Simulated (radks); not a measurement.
Si7+, configuration [He] 2s2 2p3. Method: non-relativistic Kohn-Sham, LB94 model potential, spin-polarised, spherical densities, point nucleus; open shells are filled with parallel spins first; computed with a radial shooting solver on a logarithmic mesh with Libxc functionals. Some entries of the table are withheld. Estimate them.

orbital,occ.,eigenvalue (eV),<r> (bohr)
1s down,1,-2051.980,0.1108
1s up,1,-2048.163,0.1110
2s up,1,-334.0682,0.5190
2s down,1,-320.4812,0.5261
2p up,3,(1),0.4631
2p down,0,(2),0.4671

Answer. 
(1) 2p up eigenvalue (eV): -297.4905
(2) 2p down eigenvalue (eV): -284.9632
